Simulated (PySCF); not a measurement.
Geometries of 2 isomers of C7H9 (doublet state), from PBE0-D3(BJ)/def2-SVP geometry optimisation, gas phase (PySCF). One conformer each, no zero-point energy, no frequencies.

Question: Which isomer lies lower at this level?
A.
```xyz
16
angstrom
C     -0.137    1.604   -0.032
C      1.186    1.254   -0.081
C      1.754   -0.031   -0.271
C      1.110   -1.294   -0.280
C     -0.178   -1.597    0.071
C     -1.211   -0.640    0.574
C     -1.308    0.687   -0.183
H     -0.362    2.670    0.080
H      1.906    2.076   -0.013
H      2.835   -0.050   -0.436
H      1.747   -2.140   -0.561
H     -0.467   -2.652    0.030
H     -2.195   -1.134    0.550
H     -1.014   -0.423    1.642
H     -2.218    1.215    0.145
H     -1.463    0.471   -1.258
```
B.
```xyz
16
angstrom
C      2.644    0.811   -0.361
C      1.404    0.824    0.074
C      0.791   -0.230    0.977
C     -0.448   -0.849    0.379
C     -0.409   -2.075   -0.172
C     -1.700   -0.089    0.381
C     -1.905    1.108    0.949
H      3.526    0.177   -0.267
H      0.735    1.642   -0.231
H      0.539    0.238    1.945
H      1.535   -1.011    1.186
H      0.510   -2.666   -0.187
H     -1.299   -2.519   -0.626
H     -2.539   -0.574   -0.132
H     -1.117    1.648    1.480
H     -2.883    1.592    0.901
```

Answer: A. That is `[CH]1C=CC=CCC1` [radical], 62.6 kcal/mol below the other.

```csv
SMILES,atoms numbered as above,E (Eh),relative (kcal/mol),relative (kJ/mol),dipole (D),⟨S²⟩
[CH]1C=CC=CCC1,[CH:1]1[CH:2]=[CH:3][CH:4]=[CH:5][CH2:6][CH2:7]1,-271.59061,0.0,0.0,0.62,0.810
[H]/[C]=C\CC(=C)C=C,[H]/[C:1]=[CH:2]\[CH2:3][C:4](=[CH2:5])[CH:6]=[CH2:7],-271.49079,62.6,262.1,0.91,0.767
```
